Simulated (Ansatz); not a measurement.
Reaction (formal exchange of groups at the Al–O bond): `[OH][Al]([F])[TeH]` + `NC(F)=C=O` → `[NH2][Al]([F])[TeH]` + `O=C=C(O)F`

Isolated molecules relaxed with PBE0-D4/def2-TZVP in Ansatz; ΔE leaves out vibrations. CBS: MP2 limit from def2 TZ/QZ plus the TZ coupled-cluster correction, frozen cores. Functionals use def2-TZVPP. HSE06 is defined as in plane-wave codes. def2 core potentials past Kr. For Te outer-core shells are correlated without core-valence functions, which leaves a few kJ/mol of doubt a bond. One conformer a species, not always the lowest.

`[OH][Al]([F])[TeH]`:

Z-matrix (Å, degrees):
```
Al
F 1 1.642
Te 1 2.512 2 116.2
O 1 1.681 2 117.8 3 180.0
H 3 1.659 1 89.8 2 -180.0
H 4 0.955 1 124.7 2 179.8
```

`NC(F)=C=O`:

```xyz
7

N    -0.771   -0.339    0.627
C     0.246   -0.153   -0.269
F     0.743   -1.192   -1.004
C     0.779    1.038   -0.450
O     1.230    2.098   -0.591
H    -1.675   -0.567    0.239
H    -0.551   -0.885    1.448
```

`[NH2][Al]([F])[TeH]`:

```xyz
7

N     0.933    0.201    1.230
Al   -0.345    0.019    0.042
F    -1.911    0.141    0.543
Te    0.132   -0.418   -2.393
H     0.774    0.382    2.207
H     1.919    0.138    1.037
H    -1.502   -0.464   -2.666
```

`O=C=C(O)F`:

```xyz
6

O     1.699   -1.373   -0.635
C     0.837   -0.618   -0.434
C    -0.144    0.223   -0.188
O    -1.139   -0.044    0.673
F    -0.242    1.356   -0.906
H    -1.011    0.456    1.490
```

Is it downhill or uphill in electronic energy at CCSD(T)/CBS, and by how much? (Best estimate.)

Ansatz gave: Uphill: ΔE = +85.3 kJ/mol.

What do these levels give: LDA (SPW92), r2SCANh-D4, HSE06-D4, BHLYP-D4, ωB97M-V, PBE-QIDH, revPBE, HSE06, CAM-B3LYP, HF/def2-SVP, MP2/def2-SVP, CCSD/def2-SVP? (An estimate is asked.)

Computed: LDA (SPW92) 84.6, r2SCANh-D4 86.2, HSE06-D4 83.8, BHLYP-D4 86.6, ωB97M-V 84.0, PBE-QIDH 86.5, revPBE 83.4, HSE06 84.0, CAM-B3LYP 85.9, HF/def2-SVP 80.8, MP2/def2-SVP 84.5, CCSD/def2-SVP 79.6 kJ/mol.

Largest T1 diagnostic among the species: 0.016.

Leaving LDA and LC-ωPBE aside and taking each functional with its dispersion term where it has one, the values, not all of them listed here, spread over 4.2 kJ/mol, from ωB97X-V to B2PLYP. At CCSD(T), def2-SVP lies −6.4 kJ/mol from the extrapolated value and def2-TZVPP −1.8 kJ/mol.
